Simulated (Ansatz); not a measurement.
The cluster Te6As4, relaxed as a singlet with RKS r2SCAN-D4/def2-SVP in Ansatz, starting from the GFN1-xTB geometry. Force threshold 0.03 eV/Å.

In the def2 sets Te takes a core potential; there is no spin–orbit coupling. Another isomer (singlet) lies 0.84 eV lower at PBE0-D4/def2-SVP; other spin states weren't run for this one.

Start:

```xyz
10

As    1.323   -0.246    1.819
As   -0.946   -0.873   -0.335
As   -2.333    2.010    0.495
As    2.091    0.651   -1.816
Te    0.281    1.378   -0.014
Te   -1.755    0.280    2.234
Te   -3.268    0.643   -1.309
Te    0.576   -2.531    1.234
Te    0.605   -1.244   -2.514
Te    3.427   -0.068    0.207
```

| step | energy (eV) | largest force component (eV/Å) | SCF passes |
| --- | --- | --- | --- |
| 1 | -287117.2713 | 1.485 | 25 |
| 2 | -287117.8559 | 0.639 | 30 |
| 3 | -287118.0043 | 0.288 | 29 |
| 4 | -287118.0724 | 0.321 | 28 |
| 5 | -287118.1240 | 0.159 | 25 |
| 6 | -287118.1289 | 0.191 | 29 |
| 7 | -287118.1427 | 0.228 | 29 |
| 8 | -287118.1548 | 0.088 | 25 |
| 9 | -287118.1628 | 0.155 | 28 |
| 10 | -287118.1828 | 0.196 | 30 |
| 11 | -287118.2134 | 0.226 | 30 |
| 12 | -287118.2616 | 0.243 | 30 |
| 13 | -287118.3104 | 0.267 | 29 |
| 14 | -287118.3246 | 0.252 | 29 |
| 15 (rejected) | -287118.3135 | 0.228 | 25 |
| 16 | -287118.3357 | 0.212 | 24 |
| 17 | -287118.3420 | 0.069 | 24 |
| 18 (rejected) | -287118.3373 | 0.070 | 24 |
| 19 (rejected) | -287118.3397 | 0.124 | 24 |
| 20 | -287118.3437 | 0.008 | 24 |

Force components are those of the run's own axes.

End:

```tsv
atom	x (Å)	y (Å)	z (Å)
As1	1.738	-0.710	1.904
As2	-0.740	-0.916	-0.674
As3	-2.596	1.996	0.057
As4	2.166	0.939	-1.647
Te5	0.161	1.372	0.500
Te6	-2.001	1.430	2.513
Te7	-3.322	-0.283	-0.922
Te8	0.329	-2.666	1.025
Te9	0.656	-0.844	-2.858
Te10	3.609	-0.316	0.099
```

Bonds lost: As2–Te6 (atoms count from 1).

No frequencies were taken in this run, so the end may be a saddle point.

Hardware: 4 threads of Arm Neoverse V1 on a shared host. Wall time 6.7 min, peak host memory 0.88 GiB.
